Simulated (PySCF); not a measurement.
trans-1,3,3,3-tetrafluoropropene (C₃H₂F₄), SMILES F/C=C/C(F)(F)F.

Geometry: B3LYP-D3(BJ)/def2-SVP.

These are HF/def2-TZVP (PySCF) values and carry that method's errors.

Symmetry labels are those of the subgroup Cs that the program uses (full group Cs).

Computed valence orbital energies around the gap with their symmetry:
| orbital | symmetry | energy (eV) |
|---|---|---|
| HOMO−7 | A" | -19.43 |
| HOMO−6 | A' | -18.93 |
| HOMO−5 | A" | -18.17 |
| HOMO−4 | A' | -18.10 |
| HOMO−3 | A" | -17.78 |
| HOMO−2 | A' | -16.18 |
| HOMO−1 | A' | -15.96 |
| HOMO | A" | -11.46 |
| LUMO | A" | 3.26 |
| LUMO+1 | A' | 4.48 |
| LUMO+2 | A' | 4.85 |
| LUMO+3 | A' | 5.88 |
